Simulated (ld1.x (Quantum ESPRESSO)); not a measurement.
Kr (Z = 36), RRKJ: configuration errors across variants

ld1.x (Quantum ESPRESSO) 7.5 input, shortened:

```
&input
   title='Kr', zed=36., rel=1, dft='REVPBE', iswitch=3,
   config='[Ar] 3d10 4s2 4p6'
 /
 &inputp
   pseudotype=2, tm=.false., rho0=0.02, lloc=0,
   nlcc=.false.
 /
3
4P  2  1   6.00   0.00  1.10  1.10  0.0
3D  3  2  10.00   0.00  1.05  1.05  0.0
4S  1  0   2.00   0.00  1.35  1.35  0.0
 &test
   configts(1)='3d10 4s2 4p6'
 /
```

All-electron excitation energies from the reference (eV): (1) 3d10 4s2 4p5 14.251; (2) 3d10 4s2 4p4 39.391; (3) 3d10 4s2 4p3 76.427; (4) 3d10 4s1 4p6 28.744; (5) 3d9 4s2 4p6 93.794; (6) 3d10 4s2 4p5.5 5.836; (7) 3d10 4s2 4p2 126.184.

2 further variants failed, have other tests or another functional or relativity, and are left out.

A true bound ghost makes a file unfit for plane-wave use even where its test errors are small: the radial tests pick states by their node count and pass the ghost by.

Errors AE − PS in meV (a dash: test not solved or not reliable):

| change | (1) | (2) | (3) | (4) | (5) | (6) | (7) | bound ghosts |
| --- | --- | --- | --- | --- | --- | --- | --- | --- |
| base | -13 | -52 | -107 | -29 | -1277 | -3.6 | -153 | p |
| core correction a·sin(br)/r model core inside 1.02 bohr | -12 | -48 | -96 | +4885 | -1311 | +4247 | -129 | p |
| wave 4p (bound): rc 1.10 bohr becomes 4p (bound): rc 1.60 bohr | -5.5 | -16 | -24 | -17 | -538 | -1.9 | -3.3 | none |
| wave 3d (bound): rc 1.05 bohr becomes 3d (bound): rc 0.78 bohr | -13 | -51 | -105 | -28 | -2334 | -3.6 | -148 | p |

(1) Give the same row for: all radii scaled by about 1.14 (s 1.54, p 1.26, d 1.20 bohr).

Answers

(1) -13, -53, -113, -38, +16, -3.6, -160; bound ghosts: p.
